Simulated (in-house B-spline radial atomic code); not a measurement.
Values are calculated unless marked as measured or tabulated.
S in an electron gas of r_s = 3.6: phase shifts, screening and friction

A nucleus sits in a uniform electron gas with a rigid positive background. The Kohn-Sham equations are solved self-consistently in the spin-unpolarised LDA (PW92), non-relativistic, on B-splines with outgoing waves at the boundary and partial waves to l = 8. The model has no lattice, no bands and no magnetic solution. Atomic units; δ_l are the phase shifts at the Fermi level, counted so that each bound state adds π, and good to about 0.0005.

The density parameter is r_s = 3.6 bohr.

| l | δ_l (rad) |
| --- | --- |
| 0 | 8.2185 |
| 1 | 5.5270 |
| 2 | 0.0559 |
| 3 | 0.0082 |
| 4 | 0.0001 |
| 5 | 0.0002 |
| 6 | 0.0001 |
| 7 | 0.0002 |
| 8 | 0.0001 |

Bound levels below the band bottom (hartree): s -87.41, s -7.334, p -5.384, s -0.3238.

Question: Check the Friedel sum rule, and say where the screening charge sits.

Answer: k_F = (9π/4)^(1/3)/r_s = 0.53310. The rule is Z = (2/π) Σ (2l + 1) δ_l. The terms are s 5.232, p 10.556, d 0.178, f 0.037 and 0.006 beyond, in all 16.008 against Z = 16. Bound states hold 6 s, 6 p, 0 d electrons, so the scattering states carry 4.01 in all; where a term is smaller than its bound count, the bound level has drawn weight out of the band.

Question: Find the transport cross section and the electronic stopping of a 2 keV S ion (mass 32.06 u).

Answer: σ_tr = (4π/k_F²) Σ (l + 1) sin²(δ_l − δ_(l+1)). The terms for l = 0 to 3 are 0.1893, 1.0533, 0.0068, 0.0003, all together 1.2497, so σ_tr = 44.217 × 1.2497 = 55.258 bohr². With n = 3/(4π r_s³) = 0.005117, the friction coefficient is Q = n k_F σ_tr = 0.1507. For v well below v_F = 0.533, dE/dx = Q v; with 24801 eV per u at v = 1, v = √(2000/(24801 × 32.06)) = 0.0502, so dE/dx = 0.00756 hartree/bohr = 3.89 eV/nm. The largest term couples the p and d waves.
